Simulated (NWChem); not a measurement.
System meant: C₂H₇FSi; SMILES F[C@@H]([SiH3])C

Input file for NWChem:

```
start job
memory heap 200 mb stack 900 mb global 1100 mb
geometry units angstroms noautoz
  C      1.155476    -1.288266     0.129736
  C     -0.034786    -0.503007    -0.396954
  F     -1.221561    -1.029327     0.153190
  Si    -0.016402     1.367939     0.037420
  H      1.250018    -1.183952     1.229643
  H      1.042333    -2.366664    -0.105025
  H      2.096841    -0.930841    -0.335118
  H     -0.102789    -0.621393    -1.504267
  H     -1.264945     2.018162    -0.486750
  H      0.042529     1.520434     1.532089
  H      1.187981     2.031358    -0.578977
end
basis spherical
  * library def2-svp
end
dft
  odft
  mult 2
  xc pbe0
  iterations 150
  mulliken
end
task dft energy
```

End of the output:

```
 Summary of "ao basis" -> "" (spherical)
 ------------------------------------------------------------------------------
       Tag                 Description            Shells   Functions and Types
 ---------------- ------------------------------  ------  ---------------------
 *                          def2-svp                  on all atoms

                                 NWChem DFT Module
                                 -----------------

 Summary of "ao basis" -> "ao basis" (spherical)
 ------------------------------------------------------------------------------
       Tag                 Description            Shells   Functions and Types
 ---------------- ------------------------------  ------  ---------------------
 C                          def2-svp                 6       14   3s2p1d
 F                          def2-svp                 6       14   3s2p1d
 Si                         def2-svp                 8       18   4s3p1d
 H                          def2-svp                 3        5   2s1p

 Summary of "ao basis" -> "ao basis" (spherical)
 ------------------------------------------------------------------------------
       Tag                 Description            Shells   Functions and Types
 ---------------- ------------------------------  ------  ---------------------
 C                          def2-svp                 6       14   3s2p1d
 F                          def2-svp                 6       14   3s2p1d
 Si                         def2-svp                 8       18   4s3p1d
 H                          def2-svp                 3        5   2s1p

  number of electrons :                   42
  multiplicity        :                    2
 ------------------------------------------------------------------------
  no. of electrons and multiplicity not compatible                  42
 ------------------------------------------------------------------------
 ------------------------------------------------------------------------
  current input line :
    26: task dft energy
 ------------------------------------------------------------------------
 ------------------------------------------------------------------------
 There is an error in the input file
 ------------------------------------------------------------------------
 For more information see the NWChem manual at https://nwchemgit.github.io

0: no. of electrons and multiplicity not compatible:Received an Error in Communication
```

Task: What is wrong, and how is it mended?

Result: The input was rejected before any calculation. Cause: the multiplicity doesn't fit the number of electrons (an even count wants an odd multiplicity, and the reverse). This input runs:
```
start job
memory heap 200 mb stack 900 mb global 1100 mb
geometry units angstroms noautoz
  C      1.155476    -1.288266     0.129736
  C     -0.034786    -0.503007    -0.396954
  F     -1.221561    -1.029327     0.153190
  Si    -0.016402     1.367939     0.037420
  H      1.250018    -1.183952     1.229643
  H      1.042333    -2.366664    -0.105025
  H      2.096841    -0.930841    -0.335118
  H     -0.102789    -0.621393    -1.504267
  H     -1.264945     2.018162    -0.486750
  H      0.042529     1.520434     1.532089
  H      1.187981     2.031358    -0.578977
end
basis spherical
  * library def2-svp
end
dft
  xc pbe0
  iterations 150
  mulliken
end
task dft energy
```
It converges to -469.19575 Ha (PBE0/def2-SVP).
